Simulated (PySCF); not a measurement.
B(CF3)(H)(OH) (CH₂BF₃O), SMILES OBC(F)(F)F.

Geometry optimised at PBE0-D3(BJ)/def2-SVP. The structure was generated by enumeration, and PubChem lists no compound with its InChIKey, so it may never have been made. One conformer was computed; it need not be the lowest.

Method: ωB97X/def2-TZVP in PySCF.

Symmetry labels are those of the subgroup Cs that the program uses (full group Cs).

Computed valence orbital energies around the gap with their symmetry:
```json
[
 {"orbital": "HOMO−7", "symmetry": "A\"", "energy (eV)": "-16.16"},
 {"orbital": "HOMO−6", "symmetry": "A'", "energy (eV)": "-15.42"},
 {"orbital": "HOMO−5", "symmetry": "A\"", "energy (eV)": "-15.13"},
 {"orbital": "HOMO−4", "symmetry": "A'", "energy (eV)": "-14.83"},
 {"orbital": "HOMO−3", "symmetry": "A\"", "energy (eV)": "-14.48"},
 {"orbital": "HOMO−2", "symmetry": "A'", "energy (eV)": "-14.47"},
 {"orbital": "HOMO−1", "symmetry": "A\"", "energy (eV)": "-13.99"},
 {"orbital": "HOMO", "symmetry": "A'", "energy (eV)": "-12.05"},
 {"orbital": "LUMO", "symmetry": "A\"", "energy (eV)": "1.18"},
 {"orbital": "LUMO+1", "symmetry": "A'", "energy (eV)": "2.85"},
 {"orbital": "LUMO+2", "symmetry": "A'", "energy (eV)": "4.08"},
 {"orbital": "LUMO+3", "symmetry": "A'", "energy (eV)": "4.31"}
]
```
